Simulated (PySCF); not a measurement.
`CO[C@]12C[C@H]1[C@@H]2O`, C₅H₈O₂

Molfile (atoms numbered from 1):
```
C5H8O2
     RDKit          3D

 15 16  0  0  0  0  0  0  0  0999 V2000
   -1.9506   -0.2923    0.8587 C   0  0  0  0  0  0  0  0  0  0  0  0
   -0.5832   -0.6724    0.8624 O   0  0  0  0  0  0  0  0  0  0  0  0
    0.1142   -0.1817   -0.2121 C   0  0  1  0  0  0  0  0  0  0  0  0
    0.4299   -0.7644   -1.5554 C   0  0  0  0  0  0  0  0  0  0  0  0
    1.5359   -0.3062   -0.6465 C   0  0  1  0  0  0  0  0  0  0  0  0
    0.9597    1.0528   -0.3398 C   0  0  2  0  0  0  0  0  0  0  0  0
    1.3484    1.7390    0.7982 O   0  0  0  0  0  0  0  0  0  0  0  0
   -2.0556    0.7967    0.8697 H   0  0  0  0  0  0  0  0  0  0  0  0
   -2.4646   -0.6942   -0.0195 H   0  0  0  0  0  0  0  0  0  0  0  0
   -2.3833   -0.7139    1.7634 H   0  0  0  0  0  0  0  0  0  0  0  0
    0.3015   -1.8323   -1.6695 H   0  0  0  0  0  0  0  0  0  0  0  0
    0.2054   -0.1919   -2.4489 H   0  0  0  0  0  0  0  0  0  0  0  0
    2.3968   -0.8154   -0.2716 H   0  0  0  0  0  0  0  0  0  0  0  0
    0.7880    1.7634   -1.1437 H   0  0  0  0  0  0  0  0  0  0  0  0
    1.3530    1.1209    1.5400 H   0  0  0  0  0  0  0  0  0  0  0  0
  1  2  1  0
  3  2  1  1
  3  4  1  0
  4  5  1  0
  5  6  1  0
  6  7  1  0
  5  3  1  0
  6  3  1  0
  1  8  1  0
  1  9  1  0
  1 10  1  0
  4 11  1  0
  4 12  1  0
  5 13  1  1
  6 14  1  6
  7 15  1  0
M  END
```

Computed, not measured: PySCF, TDDFT CAM-B3LYP/aug-cc-pVDZ circular dichroism and optical rotation, one conformer, gas phase. Geometry: GFN2-xTB.

The molecule is flexible and this is one conformer; a measurement averages over conformers.

Task: Draw the ECD and absorption spectra from the lowest 8 states, each a Gaussian of half-width 0.3 eV at 1/e height.

Result: 
```
E (eV)  λ (nm)  Δε (L mol⁻¹ cm⁻¹)  ε (L mol⁻¹ cm⁻¹)
  5.72     217              -0.13              14.8
  5.87     211              -0.58              74.2
  6.02     206              -1.75               259
  6.17     201              -3.68               673
  6.32     196              -5.67              1390
  6.47     192              -6.24              2350
  6.62     187              -3.36              3250
  6.77     183              +3.06              3750
```
Δε uses R in velocity form, ε uses f in length form. Only the states computed contribute, so the short-wavelength end is incomplete.
